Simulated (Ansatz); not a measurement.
A nudged elastic band was laid between two geometries of C₂H₃OSi (7 atoms, charge -1, multiplicity 1).

These are results of Ansatz 0.2.0, RKS PBE0/def2-SVP, not measurements.

```
movable images  : 5
climbing image  : yes
spring          : 5.0 eV/Å²
optimiser       : quadratic models (default)
start path      : IDPP
force threshold : 0.05 eV/Å
iteration limit : 10
end points      : relaxed
```

Initial state:

```xyz
7
Properties=species:S:1:pos:R:3
O -1.431 -0.181 -0.950
C -0.450 -0.574 -0.063
Si 0.311 -1.710 1.005
C 0.695 0.217 0.402
H -1.190 0.723 -1.189
H 0.532 1.079 1.091
H 1.533 0.447 -0.296
```

Final state:

```xyz
7
Properties=species:S:1:pos:R:3
O -1.211 0.344 -1.031
C -0.367 -0.283 -0.136
Si 0.166 -1.609 0.854
C 0.833 0.291 0.469
H -1.890 -0.313 -1.222
H 0.736 1.101 1.226
H 1.735 0.470 -0.158
```

(1) Which bonds break or form, and what moves?

(2) Give the energies along the band, and the barrier.

(3) What is the geometry of the highest image?

The band took 6 iterations and roughly 80 core-seconds.

Answers

(1) No bond is made or broken. The dihedral H5–O1–C2–C4 goes from 0 to 180°.

(2) The run converged. The highest image is number 3 of 0 to 6, 0.222 eV above the first end and 0.274 eV above the last; the last end lies 0.052 eV below the first. Another band between the same ends (5 images) ends at a top of the same energy, where a vibrational analysis finds 1 clearly imaginary mode. Limits of this set-up: an anion without diffuse functions, the dipole of an ion depends on the origin.

| image | path coordinate (Å) | energy (eV) | dihedral H5–O1–C2–C4 (°) |
| --- | --- | --- | --- |
| 0 | 0.00 | 0.000 | 0 |
| 1 | 0.38 | 0.049 | 30 |
| 2 | 0.75 | 0.157 | 61 |
| 3 | 1.13 | 0.222 | 93 |
| 4 | 1.47 | 0.152 | 122 |
| 5 | 1.81 | 0.009 | 152 |
| 6 | 2.14 | -0.052 | 180 |

(3) 
```xyz
7
Properties=species:S:1:pos:R:3:forces:R:3
O -1.513 0.244 -0.743 -0.03 0.01 -0.01
C -0.463 -0.385 -0.066 0.00 -0.01 0.00
Si 0.336 -1.781 0.577 0.00 0.00 0.00
C 0.731 0.223 0.544 0.02 0.00 0.00
H -1.272 0.220 -1.675 0.01 0.00 0.00
H 0.637 0.842 1.464 0.00 0.00 0.00
H 1.543 0.636 -0.100 0.01 0.00 0.00
```

Run time: 77 s on 1 thread of Arm Neoverse V1, on a shared host, peak memory 0.14 GiB.
